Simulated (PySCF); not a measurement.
In(H)(SiH3)2 (H7InSi2), SMILES [SiH3][InH][SiH3].

Geometry: PBE-D3(BJ)/def2-SVP. The structure was generated by enumeration; whether it is a known compound was not checked. The def2 effective core potentials stand for the cores of In; spin–orbit coupling is left out.

Two levels are set side by side: PBE/def2-TZVP (PySCF) and CAM-B3LYP/def2-TZVP (PySCF). Same geometry, gas phase. Differences are taken from unrounded values.

```tsv
quantity	CAM-B3LYP
orbital gap (eV)	6.69
highest occupied level (eV)	-8.19
lowest empty level (eV)	-1.50
dipole moment (D)	0.07
mean polarisability (bohr³)	107.0
```

### Question
What does PBE give, and how far is it from CAM-B3LYP? (The exact figures need the calculation; the answer reports its results.)

### Answer

```tsv
quantity	PBE	PBE minus CAM-B3LYP
orbital gap (eV)	3.02	-3.67
highest occupied level (eV)	-6.11	2.09
lowest empty level (eV)	-3.08	-1.58
dipole moment (D)	0.07	0.00
mean polarisability (bohr³)	112.9	5.9
```

PBE's occupied levels lie high since its potential decays too fast outside the molecule; exact exchange lowers them and widens the gap. Loosely held outer electrons make PBE densities more polarisable. Differences between two approximate levels are no errors against the true value.

Rough cost on one machine, each run with all the roots and properties that it gave: CAM-B3LYP against PBE within a factor of 2.
